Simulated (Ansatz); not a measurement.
Consider the ligand exchange at the Si–Te bond: `O[SiH2][TeH]` + CH₃NH₂ → `CN[SiH2]O` + H₂Te.

Program: Ansatz. Geometries: PBE0-D4/def2-TZVP. ΔE: electronic, gas phase. CBS: MP2 limit from def2 TZ/QZ plus the TZ coupled-cluster correction, frozen cores. DFT in def2-TZVPP. Elements past krypton have def2 core potentials. For Te outer-core shells are correlated without core-valence functions, which leaves a few kJ/mol of doubt a bond. Each species was taken in one conformer, which may not be the lowest.

| level | ΔE (kcal/mol) |
| --- | --- |
| r2SCAN-D4 | -0.3 |
| r2SCANh-D4 | -0.3 |
| BHLYP-D4 | -1.8 |
| ωB97X-V | -1.6 |

Q: What does CCSD(T)/CBS give? (Estimate.)

A: Ansatz gave: -0.5 kcal/mol. The listed levels differ from it by 0.2, 0.2, -1.3, -1.1 kcal/mol.

Largest T1 diagnostic among the species: 0.011.

Leaving LDA and LC-ωPBE aside and taking each functional with its dispersion term where it has one, the values, not all of them listed here, spread over 4.6 kcal/mol, from CAM-B3LYP-D4 to PBE-D4. LDA lies −2.7 kcal/mol from PBE without D4. From BLYP to BHLYP (50 % exact exchange), in def2-TZVPP and without D4, ΔE moves by −1.4 kcal/mol.
